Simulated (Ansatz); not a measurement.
A run of Ansatz (development build ahead of 0.2.0) on singlet Mo2 at this shape:

```xyz
2

Mo    0.0000    0.0000    0.0000
Mo    0.0000    0.0000    1.9300
```

Its results:

```json
{
 "Converged": "yes",
 "Total energy": "-136.29279 hartree",
 "Spin squared of the determinant": "1.789",
 "Stability test": "minimum"
}
```

**Question.** Which input gives this output? Name the method, the orbitals and the basis set, and write the input.

**Answer.** PBE0 (unrestricted) in def2-TZVPP. The basis set brings a core potential for Mo, so the total leaves out those core electrons.

```yaml
crystal:
  periodic: [false, false, false]
  atoms:
    - { symbol: Mo, position_ang: [0.0, 0.0, 0.0] }
    - { symbol: Mo, position_ang: [0.0, 0.0, 1.93] }
basis:
  gaussian: { orbitals: def2-TZVPP }
magnetization:
  spin_polarized: true
hamiltonian:
  xc: pbe0
```

Caution: another spin multiplicity may lie lower; the unrestricted determinant is a mixture of spin states.
